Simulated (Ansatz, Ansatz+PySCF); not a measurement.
```xyz
12

B     1.4280   -0.0304    0.0355
N     0.6698    1.2481   -0.0224
B    -0.7329    1.2092    0.0238
N    -1.4290    0.0111   -0.0439
B    -0.6942   -1.2508   -0.0409
N     0.6956   -1.2010   -0.0459
H     2.6644    0.0147   -0.0470
H     1.2501    2.0933   -0.0292
H    -1.3424    2.2632    0.0307
H    -2.4393   -0.0144    0.0434
H    -1.3586   -2.3112   -0.0377
H     1.1726   -2.1150   -0.0271
```

RHF-MP2 on singlet B₃N₃H₆ was run in several spherical basis sets with Ansatz (development build ahead of 0.2.0). Frozen core: 6 orbitals.

**Question.** Rank the basis sets by the total energy that they give, lowest first, with the distance from the lowest.
A. cc-pVDZ
B. 6-31G
C. STO-3G
D. def2-SVP
E. 6-31G(d)

**Answer.** A (0.00 eV), E (1.73 eV), D (5.18 eV), B (10.26 eV), C (95.22 eV).

Totals follow the description of the cores as much as that of the bonds, so this order isn't one of quality for chemistry.
